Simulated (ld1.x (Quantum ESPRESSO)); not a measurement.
## Cutoff test, germanium, TM

ld1.x (Quantum ESPRESSO) 7.5 input, shortened:

```
&input
   title='Ge', zed=32., rel=2, dft='PBE', iswitch=3,
   config='[Ar] 3d10 4s2 4p1.5', rel_dist='average'
 /
 &inputp
   pseudotype=2, tm=.true., lloc=0,
   nlcc=.true., rcore=0.85
 /
2
4P  2  1   1.50   0.00  2.05  2.05  0.0
4S  1  0   2.00   0.00  1.60  1.60  0.0
 &test
   configts(1)='4s2 4p1.5'
 /
```

Open shells are filled in proportion to 2j + 1 (rel_dist='average').

The pseudo-atom Hamiltonian at the reference potential is diagonalised in spherical Bessel functions j_l(qr) that vanish at 20 bohr, with q² up to the cutoff. All-electron valence levels (Ry): 4p1/2 -0.5533, 4p3/2 -0.5375, 4s -1.1463.

Problem. How do the lowest levels (Ry) of each channel move with the cutoff, and are there ghosts?

Solution.

| cutoff (Ry) | p1/2 #1 | p1/2 #2 | p3/2 #1 | s #1 | d #1 | d #2 | f #1 | Σ f·Δε (mRy) |
| --- | --- | --- | --- | --- | --- | --- | --- | --- |
| 8 | -0.5380 | -0.0787 | -0.5283 | -1.0905 | -0.0636 | 0.0231 | 0.0323 | 128.6 |
| 12 | -0.5472 | -0.0803 | -0.5331 | -1.1329 | -0.0636 | 0.0230 | 0.0323 | 34.2 |
| 15 | -0.5514 | -0.0810 | -0.5361 | -1.1389 | -0.0637 | 0.0230 | 0.0323 | 17.1 |
| 21 | -0.5530 | -0.0814 | -0.5373 | -1.1405 | -0.0639 | 0.0228 | 0.0323 | 12.1 |
| 25 | -0.5531 | -0.0814 | -0.5374 | -1.1412 | -0.0639 | 0.0228 | 0.0323 | 10.5 |
| 35 | -0.5532 | -0.0814 | -0.5374 | -1.1449 | -0.0640 | 0.0227 | 0.0323 | 2.9 |
| 40 | -0.5532 | -0.0814 | -0.5375 | -1.1459 | -0.0640 | 0.0227 | 0.0323 | 1.0 |
| 50 | -0.5533 | -0.0814 | -0.5375 | -1.1461 | -0.0640 | 0.0227 | 0.0323 | 0.4 |
| 400 | -0.5533 | -0.0814 | -0.5375 | -1.1463 | -0.0640 | 0.0227 | 0.0323 | 0.0 |

Result: no extra level below or beside the all-electron valence levels (p1/2, p3/2, s, d, f tested); 10 mRy is reached at 30 Ry and 1 mRy at 40 Ry.
